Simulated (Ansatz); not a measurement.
Gas-phase electronic energies from Ansatz, PBE0-D4/def2-TZVP geometries. CCSD(T)/CBS adds triple-zeta CCSD(T) − MP2 to the extrapolated MP2 energy (def2 sets, frozen cores). This one scheme is used for every species. DFT in def2-TZVPP. B3LYP here is the variant with VWN-RPA as its local correlation; programs differ in this. HSE06 is defined as in plane-wave codes. Each species was taken in one conformer, which may not be the lowest.

Consider the formal exchange of groups at a B–Si bond: `CB(C)[SiH2]N` + `C[SiH3]` → `CB(C)C[SiH3]` + `N[SiH3]`.

`CB(C)[SiH2]N`:

Cartesian coordinates in Å:
```
C -1.024 -1.223 -0.671
B -0.300 -0.345 0.399
C -0.603 -0.553 1.918
Si 1.061 1.062 -0.136
N 1.268 1.455 -1.812
H -1.965 -1.669 -0.335
H -0.336 -2.065 -0.855
H -1.166 -0.744 -1.643
H 0.182 -0.237 2.609
H -1.468 0.099 2.123
H -0.928 -1.567 2.172
H 0.725 2.349 0.547
H 2.389 0.614 0.392
H 1.550 0.739 -2.461
H 0.615 2.085 -2.248
```

`C[SiH3]`:

Z-matrix (Å, degrees):
```
C
Si 1 1.871
H 1 1.092 2 110.8
H 1 1.092 2 110.8 3 -120.0
H 1 1.092 2 110.8 3 120.0
H 2 1.488 1 110.7 3 -179.9
H 2 1.488 1 110.7 3 -59.9
H 2 1.488 1 110.7 3 60.1
```

`CB(C)C[SiH3]`:

Cartesian coordinates in Å:
```
C 1.816 0.270 0.343
B 0.453 0.210 -0.433
C -0.042 1.470 -1.227
C -0.432 -1.071 -0.388
Si -1.486 -1.021 1.170
H 1.672 0.902 1.231
H 2.593 0.774 -0.240
H 2.199 -0.692 0.689
H 0.361 2.417 -0.860
H -1.130 1.547 -1.307
H 0.331 1.357 -2.256
H 0.147 -1.998 -0.314
H -1.139 -1.147 -1.221
H -2.334 0.202 1.192
H -2.380 -2.208 1.235
H -0.629 -1.012 2.386
```

`N[SiH3]`:

Cartesian coordinates in Å:
```
N -0.933 0.486 0.176
Si 0.553 -0.359 -0.016
H -1.692 0.311 -0.463
H -0.923 1.453 0.458
H 0.240 -1.805 -0.159
H 1.381 0.035 -1.195
H 1.373 -0.122 1.199
```

Problem. Is it downhill or uphill in electronic energy at CCSD(T)/CBS, and by how much? (An estimate is asked.)

Solution. Computed: Downhill: ΔE = -11.6 kcal/mol.

Problem. What do these levels give: PBE-D4, B3LYP-D4, revPBE, BLYP, PBE0, HSE06, CCSD/def2-SVP, MP2/def2-TZVPP, CCSD/def2-TZVPP, HF/def2-QZVPP, MP2/def2-QZVPP, SCS-MP2/def2-QZVPP? (Best estimate.)

Solution. Ansatz gave: PBE-D4 -9.2, B3LYP-D4 -10.8, revPBE -8.0, BLYP -9.1, PBE0 -9.8, HSE06 -9.8, CCSD/def2-SVP -12.3, MP2/def2-TZVPP -13.3, CCSD/def2-TZVPP -11.7, HF/def2-QZVPP -12.0, MP2/def2-QZVPP -13.2, SCS-MP2/def2-QZVPP -12.7 kcal/mol.

Largest T1 diagnostic among the species: 0.011.

From PBE to PBE0 (25 % exact exchange), in def2-TZVPP and without D4, ΔE moves by −1.0 kcal/mol. At CCSD(T), def2-SVP lies −0.9 kcal/mol from the extrapolated value and def2-TZVPP −0.1 kcal/mol. Leaving LDA and LC-ωPBE aside and taking each functional with its dispersion term where it has one, the values, not all of them listed here, spread over 2.8 kcal/mol, from ωB97M-V to PBE-D4. LDA lies −1.8 kcal/mol from PBE without D4.
